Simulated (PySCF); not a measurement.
`FCC=[Te]`. The calculation used PySCF, PBE0-D3(BJ)/def2-SVP geometry optimisation, gas phase, def2 core potentials past Kr.

```
atom  x, y, z in Å
F1    -0.8747   -1.4130    0.2819
C2    -0.6671   -0.0823    0.1322
C3     0.7324    0.2856   -0.1748
Te4    2.2543   -0.9341   -0.3837
H5    -0.9763    0.4437    1.0595
H6    -1.3220    0.3029   -0.6770
H7     0.8871    1.3674   -0.2882
```

Question: Which two atoms are farthest apart?

Answer: Te4···H5 and Te4···H6, 3.797 Å down to 3.796 Å.

Question: Where is the centre of mass (commonest isotopes), and what is the radius of gyration?

Answer: Mass 175.928 u; centre at (1.566, -0.816, -0.255) Å; Rg = √(Σ m r²/M) = 1.321 Å. As Ia + Ib + Ic = 2 Σ m r², the three principal moments sum to 614.0 u·Å².

Question: Work out the bond lengths F1–C2, C2–C3, C2–H5, C3=Te4, C3–H7 in pm.

Answer: For F1–C2 the difference vector is (0.2076, 1.3307, -0.1497) Å, of length 1.3551 Å. F1–C2 135.5; C2–C3 147.9; C2–H5 111.0; C3=Te4 196.2; C3–H7 109.9 pm.

Question: How far apart are these pairs, which share no bond: F1···C3, F1···H7, C2···H7, H5···H7?

Answer: F1···C3 2.383 Å (2 bonds apart); F1···H7 3.341 Å (3 bonds apart); C2···H7 2.167 Å (2 bonds apart); H5···H7 2.478 Å (3 bonds apart).

Question: What is the repulsion energy of the bare nuclei, Σ ZA·ZB/RAB?

Answer: 304.91 Eh over 21 pairs, with full nuclear charges and distances in bohr; the largest single term is 84.17 Eh (C3 with Te4).

Question: What are the angles F1–C2–H6, C3–C2–H6, F1–C2–C3, H5–C2–H6, C2–C3–H7, C2–C3–Te4, Te4–C3–H7?

Answer: From the scalar product of the two bond vectors; for F1–C2–H6 it is -0.4978 Å² over 1.3551 × 1.1100 Å², cos θ = -0.3309. F1–C2–H6 109.3°; C3–C2–H6 108.7°; F1–C2–C3 114.3°; H5–C2–H6 106.3°; C2–C3–H7 113.5°; C2–C3–Te4 127.0°; Te4–C3–H7 119.5°.

Question: How far are the heavy atoms from their best plane (unweighted least squares)?

Answer: 0.001 Å rms; none is more than 0.001 Å off.

Question: Write the matrix of distances between heavy atoms (Å, lower triangle).

Answer: 
```
F1    0.000
C2    1.355  0.000
C3    2.383  1.479  0.000
Te4   3.235  3.086  1.962  0.000
```

The point group is Cs within 0.08 Å; differences among equivalent distances and angles are scatter left by the optimiser. Whether it is a minimum is left open (no frequencies). One conformer, not necessarily the lowest.

Hardware: an Arm Neoverse V2 with one thread, no GPU, shared host. Cost: 19 s of wall time, 0.36 GiB resident at most. That covers the optimisation of the geometry.
